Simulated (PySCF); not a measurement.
**Ionisation energy of Co⁺ by level of theory**

Co⁺ [Ar] 3d8 (3F) → Co²⁺ [Ar] 3d7 (4F), as a difference of total energies. All numbers are calculated (PySCF 2.14, the spin-free X2C one-electron Hamiltonian (Gaussian nucleus), in aug-cc-pwCVTZ-DK). Correlated levels: valence: [Ar] frozen; valence and next inner shell: [Ne] frozen; nothing frozen. The calculations carry no spin-orbit coupling.

```csv
method,ionisation energy (eV),plus first-order spin-orbit estimate,error of that sum (eV)
UHF,14.177,14.166,-2.918
LDA,18.335,18.325,+1.241
PBE,17.881,17.870,+0.786
PBE0,17.199,17.188,+0.104
r2SCAN,17.362,17.352,+0.268
wB97M-V,17.199,17.188,+0.104
TPSSh,17.215,17.204,+0.120
BHandHLYP,16.626,16.615,-0.469
MP2 (valence),17.016,17.006,-0.078
SCS-MP2 (valence),16.927,16.917,-0.167
MP2 (valence and next inner shell),17.693,17.682,+0.598
SCS-MP2 (valence and next inner shell),17.398,17.388,+0.304
MP2 (all electrons),17.706,17.696,+0.612
SCS-MP2 (all electrons),17.403,17.393,+0.309
```

Reference: 17.084 eV (measured; NIST Atomic Spectra Database, ionization energies).

A first-order spin-orbit estimate (lowest level to lowest level, LS coupling) adds -0.011 eV.

Errors of the correlated levels include the incompleteness of this basis and the frozen core.
